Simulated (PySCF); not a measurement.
HNP, charge +1. Atoms are numbered in the order given.

```xyz
3

N      0.0000     0.0000     0.9000
P      0.0000     0.0000    -0.5476
H      0.0000     0.0000     1.9143
```
Charge +1, spin multiplicity 1.

Coordinates come from a ωB97X-D3(BJ)/def2-TZVPD optimisation. The isomer is the one that the SMILES or the coordinates give; other isomers of the formula were not compared.

Method: PBE/def2-TZVPD in PySCF.

Gas-phase values at a fixed geometry.

```
Quantity                                                           Value
------------------------------------------------  ----------------------
total energy                                          -396.19410 hartree
point group                                                          C∞v
highest occupied level                                         -16.42 eV
lowest empty level                                             -10.67 eV
orbital gap                                                      5.75 eV
dipole moment about the centre of nuclear charge                  0.22 D
mean static polarisability                          21.6 bohr³ (3.21 Å³)
polarisability, principal values                  17.8, 17.8, 29.3 bohr³
```
